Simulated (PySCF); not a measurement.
A structure optimised at r2SCAN-D4/def2-TZVP, used in a PySCF frequency run:

```
C
H 1 1.0828
C 1 1.4838 2 121.19
H 3 1.0921 1 110.72 2 29.38
H 3 1.0957 4 107.81 1 -122.20
H 3 1.1003 4 107.48 5 -114.73
S 1 1.7285 2 113.42 3 -162.34
H 7 1.3460 1 97.37 2 -174.21
```
Charge 0, spin multiplicity 2.

### Question
Write its SMILES and formula.

### Answer
C[CH]S, C2H5S

### Question
What are its rotational constants (standard atomic weights)?

### Answer
38.466, 5.4369, 4.9309 GHz
